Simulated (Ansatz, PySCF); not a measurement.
Reaction (SMILES): C=C[CH]C#N -> C1=C[N]C=C1
Each molecule is optimised on its own at B3LYP-D3(BJ)/def2-TZVP (Ansatz, a program for electronic structure), one conformer each, not searched for the lowest. Markedly spin-contaminated UHF reference, which strains HF, MP2 and, less, CCSD(T): C=C[CH]C#N, C1=C[N]C=C1.

Quantity: isomerisation energy (electronic energy difference), in eV. Valence correlation only, unless marked. Open shells are spin-unrestricted. No spin-orbit coupling. No relativistic terms. 

```csv
level,program,isomerisation energy (eV)
SVWN5/def2-TZVPD,Ansatz,-0.49
PBE/def2-TZVPD,Ansatz,-0.09
PBE-D4/def2-TZVPD,Ansatz + dftd4,-0.12
BLYP-D3(BJ)/def2-TZVPD,Ansatz + dftd3,0.23
revPBE/def2-TZVPD,Ansatz,0.03
r2SCAN/def2-TZVPD,Ansatz,-0.06
PBE0-D4/def2-TZVP,Ansatz + dftd4,-0.23
PBE0-D4/def2-TZVPD,Ansatz + dftd4,-0.24
PBE0/def2-QZVPP,Ansatz,-0.22
BHLYP/def2-TZVPD,Ansatz,0.02
r2SCANh-D4/def2-TZVPD,Ansatz + dftd4,-0.11
M06-2X/def2-TZVPD,PySCF,-0.10
HSE06-D4/def2-TZVPD,Ansatz + dftd4,-0.24
CAM-B3LYP-D3(BJ)/def2-TZVPD,Ansatz + dftd3,-0.03
B2GP-PLYP-D4/def2-TZVPD,Ansatz + dftd4,-0.04
B2PLYP-D3(BJ)/def2-TZVPD,Ansatz + dftd3,0.03
SCS-MP2/6-31G*,Ansatz,-0.25
CCSD/6-31G,Ansatz,0.70
CCSD/cc-pVDZ,Ansatz,0.06
CCSD(T)/STO-3G,Ansatz,0.26
```
